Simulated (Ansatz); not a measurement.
Consider the redistribution: `[NH2][Ga]([SH])[SH]` + `F[CH2][GeH3]` → `[NH2][Ga]([F])[SH]` + `S[CH2][GeH3]`.

Gas-phase electronic energies from Ansatz, PBE0-D4/def2-TZVP geometries. CCSD(T)/CBS is the MP2 limit (def2-TZVPP, def2-QZVPP) plus CCSD(T) − MP2 in def2-TZVPP, frozen cores. DFT in def2-TZVPP. For Ga, Ge outer-core shells are correlated without core-valence functions, which leaves a few kJ/mol of doubt a bond. Scalar relativity is left out up to krypton. One conformer a species, not always the lowest.

```tsv
level	ΔE (eV)
PBE	-0.45
r2SCAN	-0.49
MP2/def2-TZVPP	-0.64
SCS-MP2/def2-TZVPP	-0.62
```

(1) What does CCSD(T)/CBS give? (Estimate.)

Largest T1 diagnostic among the species: 0.013.

Answers

(1) Computed: -0.56 eV. The listed levels differ from it by 0.11, 0.07, -0.08, -0.06 eV.

In def2-TZVPP, CCSD(T) changes the Hartree–Fock value by −0.07 eV (the triples alone add −0.00 eV) and MP2 by −0.16 eV.
